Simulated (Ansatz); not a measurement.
Species: CHF2, charge 1, singlet. CHF2+ (parent SMILES F[CH]F, singlet).
B3LYP-D3(BJ)/def2-TZVP minimum from Ansatz (a first-principles code):
```
C
F 1 1.2334
F 1 1.2334 2 118.06
H 1 1.0970 2 120.97 3 180.00
```
Charge +1, spin multiplicity 1.

Total energies in cc-pVTZ, 18 correlated electrons, 3 frozen orbitals. Radicals and triplets start from unrestricted determinants; spin-orbit coupling is neglected. Correlated methods leave the cores frozen. No relativity. The spin of CHF2+ (parent SMILES F[CH]F, singlet) was assumed, and the state is the lowest solution found for it.

```tsv
method	program	energy (Eh)	minus CCSDT(Q) (mEh)
HF	Ansatz	-237.05605	662.65
MP2	Ansatz	-237.69041	28.29
CCSD	Ansatz	-237.69541	23.28
CCSD(T)	Ansatz	-237.71750	1.19
CCSDT(Q)	Ansatz	-237.71869	0.00
```

Rough core times of Ansatz's runs on a shared machine: CCSD(T) under 20 s, CCSDT(Q) 8 min.
